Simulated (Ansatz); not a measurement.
Pulling on the Sn1–Cl3 bond in ClHSn (SMILES [Cl][SnH]) (multiplicity 1 held, fragments rigid). Energies count from the point at 2.396 Å.
Geometry at that point (charge 0, multiplicity 1):
```xyz
3

Sn    -0.3048    -0.3003     0.4177
H     -1.4223    -0.9435    -0.8190
Cl     0.9802     0.9387    -1.1802
```

Restricted levels (R-, RO-) in cc, def2 and unpolarised 6-31G sets keep to the state of the molecule at rest. Unrestricted levels (U-) break spin symmetry where that is lower. Levels need not reach the same state.

Cores are frozen in the correlated methods. Filled d and f shells under p-block atoms count as core.

Run with Ansatz (a program for electronic structure) with Gaussian orbitals. Each number belongs to the level named beside it. In def2 rows elements past Kr take small-core potentials, without spin–orbit coupling.

Energies in kcal/mol.

```json
[
 {"R (Å)": "1.917", "U-HF/def2-SVP": "71.5", "U-MP2/def2-SVP": "70.1", "R-SCS-MP2/def2-SVP": "70.8", "U-CCSD/def2-SVP": "71.1", "R-CCSDT(Q)/def2-SVP": "71.5"},
 {"R (Å)": "2.156", "U-HF/def2-SVP": "12.7", "U-MP2/def2-SVP": "11.8", "R-SCS-MP2/def2-SVP": "12.2", "U-CCSD/def2-SVP": "12.4", "R-CCSDT(Q)/def2-SVP": "12.6"},
 {"R (Å)": "2.396", "U-HF/def2-SVP": "0.0", "U-MP2/def2-SVP": "0.0", "R-SCS-MP2/def2-SVP": "0.0", "U-CCSD/def2-SVP": "0.0", "R-CCSDT(Q)/def2-SVP": "0.0"},
 {"R (Å)": "2.635", "U-HF/def2-SVP": "6.0", "U-MP2/def2-SVP": "6.8", "R-SCS-MP2/def2-SVP": "6.4", "U-CCSD/def2-SVP": "6.3", "R-CCSDT(Q)/def2-SVP": "5.9"},
 {"R (Å)": "2.875", "U-HF/def2-SVP": "18.5", "U-MP2/def2-SVP": "20.0", "R-SCS-MP2/def2-SVP": "19.3", "U-CCSD/def2-SVP": "19.0", "R-CCSDT(Q)/def2-SVP": "18.3"},
 {"R (Å)": "3.234", "U-HF/def2-SVP": "39.4", "U-MP2/def2-SVP": "41.6", "R-SCS-MP2/def2-SVP": "40.5", "U-CCSD/def2-SVP": "39.8", "R-CCSDT(Q)/def2-SVP": "38.2"},
 {"R (Å)": "3.594", "U-HF/def2-SVP": "53.8", "U-MP2/def2-SVP": "67.3", "R-SCS-MP2/def2-SVP": "59.3", "U-CCSD/def2-SVP": "58.4", "R-CCSDT(Q)/def2-SVP": "54.7"},
 {"R (Å)": "4.193", "U-HF/def2-SVP": "60.7", "U-MP2/def2-SVP": "80.9", "R-SCS-MP2/def2-SVP": "83.3", "U-CCSD/def2-SVP": "75.1", "R-CCSDT(Q)/def2-SVP": "70.6"},
 {"R (Å)": "4.792", "U-HF/def2-SVP": "62.2", "U-MP2/def2-SVP": "84.0", "R-SCS-MP2/def2-SVP": "98.7", "U-CCSD/def2-SVP": "79.1", "R-CCSDT(Q)/def2-SVP": "74.8"},
 {"R (Å)": "5.510", "U-HF/def2-SVP": "62.7", "U-MP2/def2-SVP": "84.5", "R-SCS-MP2/def2-SVP": "107.9", "U-CCSD/def2-SVP": "79.6", "R-CCSDT(Q)/def2-SVP": "71.4"},
 {"R (Å)": "6.469", "U-HF/def2-SVP": "62.8", "U-MP2/def2-SVP": "84.7", "R-SCS-MP2/def2-SVP": "109.2", "U-CCSD/def2-SVP": "79.8", "R-CCSDT(Q)/def2-SVP": "69.1"},
 {"R (Å)": "7.667", "U-HF/def2-SVP": "62.9", "U-MP2/def2-SVP": "84.8", "R-SCS-MP2/def2-SVP": "101.6", "U-CCSD/def2-SVP": "79.9", "R-CCSDT(Q)/def2-SVP": "70.8"}
]
```

Doubts at one or more of the structures used: a spin-contaminated determinant (U-HF/def2-SVP, U-MP2/def2-SVP, U-CCSD/def2-SVP); a restricted determinant that unrestricted orbitals would lower (R-SCS-MP2/def2-SVP, R-CCSDT(Q)/def2-SVP); T1 above 0.05 (U-CCSD/def2-SVP, R-CCSDT(Q)/def2-SVP); the program's own flag: lower state (U-CCSD/def2-SVP); other coupled-cluster roots lie near (R-CCSDT(Q)/def2-SVP).
